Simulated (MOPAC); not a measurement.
Job for MOPAC: PM3 on H5InSi (SMILES [SiH3][InH2]), a point of a torsion scan.

```
PM3 1SCF PRECISE CHARGE=0 THREADS=1
H5InSi

Si    -1.18713492 1    -0.06896540 1    -0.01326743 1
In     1.39674500 1     0.11773771 1    -0.00610048 1
H     -1.75900854 1     0.57538549 1    -1.20968324 1
H     -1.60317208 1    -1.48344833 1    -0.01426167 1
H     -1.78123702 1     0.57591137 1     1.17211066 1
H      2.37127814 1     1.52144086 1    -0.49290116 1
H      2.55497458 1    -1.13619430 1     0.48679548 1
```

It printed:

```
*******************************************************************************
 **                                                                           **
 **                              MOPAC v23.2.5                                **
 **                                                                           **
 *******************************************************************************
 ** MOPAC's Digital Object Identifier: https://doi.org/10.5281/zenodo.6511958 **
 **                                                                           **
 ** Please cite the open-source release paper for use of this MOPAC version:  **
 ** J. E. Moussa and J. J. P. Stewart (2026)                                  **
 ** MOPAC: An open-source semiempirical molecular orbital program             **
 ** J. Open Source Softw., 11(119), 8025, https://doi.org/10.21105/joss.08025 **
 *******************************************************************************

                              PM3 CALCULATION RESULTS

 *******************************************************************************
 *  PM3        - The PM3 Hamiltonian to be used
 *
 *
 *
 *                 CHARGE ON SYSTEM = 0
 *
 *
 *
 *  PRECISE    - TIGHTER CRITERIA TO BE USED
 *  1SCF       - DO 1 SCF AND THEN STOP
 *  THREADS=1  - MULTI-THREADING NOT USED
 *  T=         - A TIME OF 172800.0 SECONDS REQUESTED
 *  DUMP=N     - RESTART FILE WRITTEN EVERY 7200.0 SECONDS REQUESTED
 *******************************************************************************
PM3 1SCF PRECISE CHARGE=0 THREADS=1
 H5InSi

   ATOM   CHEMICAL          X               Y               Z
  NUMBER   SYMBOL      (ANGSTROMS)     (ANGSTROMS)     (ANGSTROMS)

     1      Si         -1.18713492  *  -0.06896540  *  -0.01326743  *
     2      In          1.39674500  *   0.11773771  *  -0.00610048  *
     3       H         -1.75900854  *   0.57538549  *  -1.20968324  *
     4       H         -1.60317208  *  -1.48344833  *  -0.01426167  *
     5       H         -1.78123702  *   0.57591137  *   1.17211066  *
     6       H          2.37127814  *   1.52144086  *  -0.49290116  *
     7       H          2.55497458  *  -1.13619430  *   0.48679548  *



          CARTESIAN COORDINATES

    NO.       ATOM           X           Y           Z

     1        Si         -1.1871     -0.0690     -0.0133
     2        In          1.3967      0.1177     -0.0061
     3         H         -1.7590      0.5754     -1.2097
     4         H         -1.6032     -1.4834     -0.0143
     5         H         -1.7812      0.5759      1.1721
     6         H          2.3713      1.5214     -0.4929
     7         H          2.5550     -1.1362      0.4868

  H: (PM3): J. J. P. STEWART, J. COMP. CHEM. 10, 209 (1989).
 Si: (PM3): J. J. P. STEWART, J. COMP. CHEM. 10, 209 (1989).
 In: (PM3): J. J. P. STEWART, J. COMP. CHEM. 12, 320-341 (1991).

           Empirical Formula: H5 Si In  =     7 atoms



      MOLECULAR POINT GROUP   :   C1


      RHF CALCULATION, NO. OF DOUBLY OCCUPIED LEVELS = 6


 -------------------------------------------------------------------------------
 PM3 1SCF PRECISE CHARGE=0 THREADS=1
 H5InSi



     1SCF WAS SPECIFIED, SO BFGS WAS NOT USED
     SCF FIELD WAS ACHIEVED


                              PM3 CALCULATION
                                                       MOPAC v23.2.5 Linux




          FINAL HEAT OF FORMATION =         42.56430 KCAL/MOL =     178.08905 KJ/MOL


          COSMO AREA              =        117.13 SQUARE ANGSTROMS
          COSMO VOLUME            =        104.75 CUBIC ANGSTROMS

          IONIZATION POTENTIAL    =         10.429131 EV
          HOMO LUMO ENERGIES (EV) =        -10.429 -3.018
          NO. OF FILLED LEVELS    =          6
          MOLECULAR WEIGHT        =        147.9450         POINT GROUP:  C1

          MOLECULAR DIMENSIONS (Angstroms)

            Atom       Atom       Distance
            H     6    H     4     5.00547
            H     7    H     3     4.40678
            H     5    H     3     2.13879


          SCF CALCULATIONS        =          1





   ATOM   CHEMICAL          X               Y               Z
  NUMBER   SYMBOL      (ANGSTROMS)     (ANGSTROMS)     (ANGSTROMS)

     1      Si         -1.18713492  *  -0.06896540  *  -0.01326743  *
     2      In          1.39674500  *   0.11773771  *  -0.00610048  *
     3       H         -1.75900854  *   0.57538549  *  -1.20968324  *
     4       H         -1.60317208  *  -1.48344833  *  -0.01426167  *
     5       H         -1.78123702  *   0.57591137  *   1.17211066  *
     6       H          2.37127814  *   1.52144086  *  -0.49290116  *
     7       H          2.55497458  *  -1.13619430  *   0.48679548  *

                             CARTESIAN COORDINATES

   1   Si       -1.187134920    -0.068965400    -0.013267430
   2   In        1.396745000     0.117737710    -0.006100480
   3    H       -1.759008540     0.575385490    -1.209683240
   4    H       -1.603172080    -1.483448330    -0.014261670
   5    H       -1.781237020     0.575911370     1.172110660
   6    H        2.371278140     1.521440860    -0.492901160
   7    H        2.554974580    -1.136194300     0.486795480


           Empirical Formula: H5 Si In  =     7 atoms



      MOLECULAR POINT GROUP   :   C1


                  EIGENVALUES
 -16.69317 -15.25065 -12.57003 -12.24988 -10.91310 -10.42913  -3.01842  -1.63275
   0.84854   1.34696   1.44023   1.79265   2.02990


              NET ATOMIC CHARGES AND DIPOLE CONTRIBUTIONS

  ATOM NO.   TYPE          CHARGE      No. of ELECS.   s-Pop       p-Pop
    1         Si           0.451017        3.5490     0.90878     2.64021
    2         In          -0.268047        3.2680     1.26509     2.00295
    3          H          -0.068253        1.0683     1.06825
    4          H          -0.072781        1.0728     1.07278
    5          H          -0.058733        1.0587     1.05873
    6          H           0.008062        0.9919     0.99194
    7          H           0.008735        0.9913     0.99126
 DIPOLE           X         Y         Z       TOTAL
 POINT-CHG.    -2.531    -0.122     0.051     2.535
 HYBRID         0.854     0.089     0.014     0.859
 SUM           -1.678    -0.033     0.065     1.679


          ATOMIC ORBITAL ELECTRON POPULATIONS

     Atom    s        px        py        pz
    1 Si   0.90878   0.82410   0.91147   0.90463
    2 In   1.26509   1.00575   0.83466   0.16255
    3  H   1.06825
    4  H   1.07278
    5  H   1.05873
    6  H   0.99194
    7  H   0.99126

 **********************
 *                    *
 * JOB ENDED NORMALLY *
 *                    *
 **********************




 == MOPAC DONE ==
```

The run finished.

Cost: roughly 0.03 core-seconds.
